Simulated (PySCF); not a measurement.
# Correlation energy of Cl³⁺ (chlorine, charge +3)

[Ne] 3s2 3p2, high-spin 3P determinant. All numbers are calculated (PySCF 2.14, the spin-free X2C one-electron Hamiltonian (Gaussian nucleus), in x2c-TZVPPall). Frozen: 1s2; 12 electrons correlated.

MP2 pair energies summed by pair of shells (mhartree):

| pair | energy | share (%) |
| --- | --- | --- |
| 2p-2p | -104.03 | 44.4 |
| 3s-3p | -45.24 | 19.3 |
| 3s-3s | -18.83 | 8.0 |
| 2p-3s | -17.96 | 7.7 |
| 2s-2p | -17.41 | 7.4 |
| 2p-3p | -14.14 | 6.0 |
| 3p-3p | -7.69 | 3.3 |
| 2s-2s | -4.61 | 2.0 |
| 2s-3s | -2.11 | 0.9 |
| 2s-3p | -2.05 | 0.9 |

Total MP2 correlation energy: -234.07 mhartree.

Same-spin part -61.94 and opposite-spin part -172.13 mhartree; SCS-MP2 scales them by 1/3 and 6/5 to -227.21 mhartree.

This basis was not built for core-valence correlation, so the inner-shell part is incomplete.
